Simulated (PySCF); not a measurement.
Circular dichroism: `[C@@H]1(CC)OC(=O)[C@H]1F`, C₅H₇FO₂

Geometry:
```csv
atom,x (Å),y (Å),z (Å)
C1,-1.904,-0.549,-0.093
C2,-0.942,0.629,-0.187
C3,0.283,0.394,0.677
O4,1.278,1.444,0.570
C5,2.265,0.588,0.225
O6,3.414,0.789,0.029
C7,1.323,-0.627,0.179
F8,1.599,-1.669,1.012
H9,-2.246,-0.682,0.931
H10,-2.770,-0.377,-0.726
H11,-1.420,-1.469,-0.413
H12,-1.431,1.544,0.150
H13,-0.625,0.781,-1.221
H14,0.016,0.243,1.727
H15,1.154,-1.032,-0.824
```

Computed with PySCF, TDDFT BHandHLYP/def2-SVPD circular dichroism and optical rotation, one conformer, gas phase. Geometry: GFN2-xTB.

The molecule is flexible and this is one conformer; a measurement averages over conformers.

Problem. Assign R or S to each stereocentre.

Solution. C3 S, C7 S.

Problem. Which excitations and rotatory strengths does the calculation give?

Solution. Rotatory strengths R in 10⁻⁴⁰ esu² cm², velocity form and length form (origin at the centre of mass); f in length form.
```csv
state,E (eV),λ (nm),f,R (velocity),R (length),main
1,5.77,215,0.0006,-4.2,-5.4,HOMO→LUMO 0.83
2,8.06,154,0.103,-26.0,-27.2,HOMO−1→LUMO 0.84
3,8.46,147,0.004,+10.4,+11.1,HOMO−2→LUMO 0.75
4,8.77,141,0.015,+6.0,+6.6,"HOMO−4→LUMO 0.26, HOMO→LUMO+1 0.15"
5,8.83,140,0.017,-19.0,-19.5,"HOMO→LUMO+2 0.29, HOMO→LUMO+1 0.29"
6,9.31,133,0.004,+13.2,+13.6,"HOMO−1→LUMO+1 0.44, HOMO−1→LUMO+2 0.30"
7,9.40,132,0.020,-0.4,-0.4,"HOMO→LUMO+1 0.39, HOMO→LUMO+2 0.33"
8,9.41,132,0.002,+9.3,+8.7,HOMO→LUMO+3 0.60
```

Among the states computed, the strongest CD band (largest |R|) is state 2. The largest dissymmetry factor in size, g = 4R/(D+G), with D and G the electric and magnetic dipole strengths, is +0.057 for state 8 (velocity form, f = 0.002), among bands with |R| over 0.5. The mirror image has the same energies and oscillator strengths and all R with the opposite sign.
